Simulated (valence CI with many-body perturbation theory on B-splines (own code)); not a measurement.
**Mo²⁸⁺: key properties**

Level of theory: relativistic CI+MBPT: four valence electrons over a frozen Dirac-Fock core [Ne], a basis of 9 s, 9 p, 8 d, 6 f, 3 g, 1 h functions for each j, with the one-electron correlation potential Σ1, the two-electron term Σ2, the three-electron term Σ3, Breit, model QED; selected CI, second order for the rest, scaled by the run's own slope (own B-spline code, finite nucleus).

No measured spectrum was set against this ion. As an estimate, large intervals hold to a few tenths of a per cent, small ones and those within an open d or f shell to about a per cent.

Levels are named by their leading jj configuration (3d3/2^4 stands for four electrons in 3d with j = 3/2), which in mixed levels can hold well under half, so a name can repeat and another be missing.

Rates and lifetimes use the calculated energies. Strong lines usually hold to 10 to 20 %, long lifetimes can be off by a factor of two.

Task: What is the ground level?

Result: (3s^2 3p1/2^2) J=0, composition 78 % 3s2 3p2 3P + 20 % 3s2 3p2 1S.

Task: Name the longest-lived excited levels whose lifetime is computed, and their main decay.

Result: (3s^2 3p1/2 3p3/2) J=2 at 24.43 eV lives 2.61 ms, mostly by M1 to (3s^2 3p1/2 3p3/2) J=1; (3s^2 3p3/2 3d5/2) J=4 at 156.53 eV lives 17.7 μs, mostly by M1 to (3s^2 3p1/2 3d5/2) J=3; (3s^2 3p1/2 3p3/2) J=1 at 20.05 eV lives 16.5 μs, mostly by M1 to (3s^2 3p1/2^2) J=0.

Task: Where does the other parity begin?

Result: At (3s 3p1/2^2 3p3/2) J=2, 86.60 eV.

Task: What is the ionisation energy?

Result: 1535.6 eV; NIST lists 1537 ± 3 eV (semi-empirical).

Task: How well does LS coupling describe the low levels?

Result: Among the lowest 20 levels the leading LS term, summed over configurations, holds 67 % on average. For single configurations the figures are 62 % in LS and 75 % in jj coupling. Terms mix most in the J = 1 level at 160.80 eV, where the leading one holds 36 %.

Task: Among levels below 209.25 eV, which E1 lines absorb most strongly from the ground level?

Result: to (3s^2 3p1/2 3d3/2) J=1 at 8.478 nm, f = 0.479; to (3s 3p1/2 3p3/2^2) J=1 at 8.950 nm, f = 0.199; to (3s 3p1/2^2 3p3/2) J=1 at 12.20 nm, f = 0.120.

Task: What are the static dipole polarisabilities of the lowest levels?

Result: (3s^2 3p1/2^2) J=0 0.0378; (3s^2 3p1/2 3p3/2) J=1 0.0402 (tensor 0.0018); (3s^2 3p1/2 3p3/2) J=2 0.0400 (tensor 0.0020) bohr³, of which the core gives 0.000592.
